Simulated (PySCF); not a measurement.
# Where the electron goes

Compound: 4,4-dimethyl-1-hexene, C8H16.
Structure used (PBE0-D3(BJ)/def2-SVP), in Å, numbered top down from 1:
```xyz
24
C8H16 angstrom
C      2.860   -1.029    0.580
C      1.698   -0.432    0.851
C      0.993    0.536   -0.044
C     -0.369    0.054   -0.599
C     -0.149   -1.159   -1.504
C     -0.974    1.190   -1.428
C     -1.332   -0.358    0.532
C     -1.633    0.696    1.588
H      3.388   -0.840   -0.361
H      3.328   -1.724    1.283
H      1.210   -0.655    1.809
H      1.644    0.790   -0.897
H      0.830    1.478    0.509
H      0.295   -1.998   -0.948
H      0.529   -0.914   -2.337
H     -1.103   -1.502   -1.937
H     -1.101    2.108   -0.834
H     -1.960    0.905   -1.826
H     -0.325    1.437   -2.283
H     -2.277   -0.681    0.061
H     -0.929   -1.260    1.023
H     -0.730    0.997    2.142
H     -2.351    0.310    2.326
H     -2.072    1.606    1.152
```

Method: TDDFT CAM-B3LYP/def2-SVPD, vertical, gas phase, core orbitals frozen in the response (PySCF).

Kohn–Sham orbitals with the atoms that hold most of them (Löwdin shares over 4%, at most four atoms; ? is withheld):

```json
{"orbital": "LUMO+2", "ε (eV)": "1.81", "atoms": "C8 14%, C5 9%, H15 8%, H9 8%"}
{"orbital": "LUMO+1", "ε (eV)": "1.42", "atoms": "C2 24%, C1 23%, H9 6%, H10 5%"}
{"orbital": "LUMO", "ε (eV)": "1.32", "atoms": "?"}
{"orbital": "HOMO", "ε (eV)": "-8.66", "atoms": "?"}
{"orbital": "HOMO-1", "ε (eV)": "-10.13", "atoms": "C7 21%, C4 20%, C6 10%, C8 7%"}
{"orbital": "HOMO-2", "ε (eV)": "-10.27", "atoms": "C4 19%, C6 12%, C5 12%, C7 12%"}
{"orbital": "HOMO-3", "ε (eV)": "-10.61", "atoms": "C4 16%, C5 14%, C3 13%, C7 11%"}
```

Question: Give the leading atoms of the LUMO.

Answer: C1 (bonded to C and 2 H) 13%; C2 (bonded to 2 C and H) 11%; C6 (bonded to C and 3 H) 9%; C8 (bonded to C and 3 H) 8%.

Question: Which atoms hold the HOMO, and with what shares?

Answer: C1 (bonded to C and 2 H) 36%; C2 (bonded to 2 C and H) 32%; C3 (bonded to 2 C and 2 H) 9%; C4 (bonded to 4 C) 5%.

Question: The HOMO–LUMO gap is 9.97 eV. Where does the response calculation put the lowest singlet, and from which orbitals?

Answer: S1 is at 7.24 eV (f = 0.306), 2.73 eV below the gap, made of HOMO→LUMO (68%), HOMO→LUMO+1 (14%), HOMO→LUMO+3 (13%). Without the coupling terms of the response equations the lowest excitation would equal the gap.

Next come S2 at 7.27 eV (f 0.146), HOMO→LUMO+1 (67%), HOMO→LUMO+3 (23%); S3 at 7.71 eV (f 0.0077), HOMO→LUMO+2 (64%), HOMO→LUMO+6 (13%), HOMO→LUMO+4 (9%); S4 at 7.94 eV (f 0.0013), HOMO-1→LUMO+1 (20%), HOMO-4→LUMO+1 (17%), HOMO-1→LUMO (12%); S5 at 8.05 eV (f 0.035), HOMO→LUMO+3 (40%), HOMO→LUMO (18%), HOMO→LUMO+5 (13%).

Löwdin shares depend on the basis, the more so with diffuse functions.

One conformer stands for the species.
